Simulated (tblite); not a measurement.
Start geometry of `C1([SiH2][C@@H](Cl)[Si@@H]1CC=C)=O` from a force field or distance geometry (Å):
```
atom  x, y, z in Å
C1     2.4479    0.8856    1.0434
C2     1.8475    0.6092   -0.1354
C3     1.4077   -0.7764   -0.5264
Si4   -0.4399   -0.9930   -0.6978
C5    -1.3486    0.3512   -1.4315
O6    -1.2704    0.8778   -2.5327
Si7   -2.3738    0.6905   -0.0063
C8    -1.2837   -0.5538    0.9667
Cl9   -2.2636   -1.8953    1.4599
H10    2.6150    0.1272    1.8031
H11    2.7663    1.8975    1.2666
H12    1.7226    1.4035   -0.8531
H13    1.8632   -1.0061   -1.4823
H14    1.7850   -1.5178    0.1768
H15   -0.7923   -2.3459   -1.2038
H16   -3.8039    0.2806   -0.1234
H17   -2.2516    2.0624    0.5670
H18   -0.6361   -0.0908    1.6976
```

**Question.** What comes out of this run: GFN2-xTB geometry optimisation, gas phase in tblite 0.8.0?

**Answer.** 
```
atom  x, y, z in Å
C1     2.0656    0.9907    1.0752
C2     1.6719    0.6436   -0.1372
C3     1.5242   -0.7627   -0.6058
Si4   -0.3243   -1.2377   -0.7196
C5    -1.3546    0.2152   -1.5448
O6    -1.5405    0.5339   -2.6899
Si7   -2.0551    0.9153    0.1482
C8    -1.2725   -0.6960    0.8758
Cl9   -2.5524   -1.8909    1.2900
H10    2.3355    0.2533    1.8136
H11    2.1486    2.0203    1.3766
H12    1.4094    1.4031   -0.8625
H13    1.9769   -0.8731   -1.5909
H14    2.0363   -1.4412    0.0763
H15   -0.5268   -2.6134   -1.1637
H16   -3.5019    1.0086    0.2773
H17   -1.3636    2.1247    0.5848
H18   -0.6857   -0.5875    1.7851
```

The energy falls by 0.974 eV over 148 L-BFGS steps, the largest force on an atom goes from 5.16 to 0.009 eV/Å, and the atoms move by 0.444 Å rms after alignment. The bond that changes most is Si4–C5 (SiH silicon to carbonyl carbon), which lengthens by 0.182 Å. Bonds longer at the end by more than 0.005 Å: 8 of 18; shorter: 8. Among the angles that change most is Cl9–C8–H18, from 118.6° to 104.9°. Among the dihedrals that turn most is C3–Si4–C8–H18, from 10° to -25°. Rotational constants go from 1191, 792.5, 608.7 to 1158, 761.0, 646.4 MHz. The orientation of the end geometry is arbitrary; only internal coordinates are fixed.

On Intel Xeon at 2.70 GHz, one thread, on a shared host, this took 3.0 s of wall time.

Its GFN2-xTB frequencies are all real (lowest 28 cm⁻¹). The numbers are those of one conformer. 3 starts were optimised and ended at 0.00, 0.24 and 0.58 kcal/mol (GFN2-xTB); the lowest of these is shown.

These are computed values.
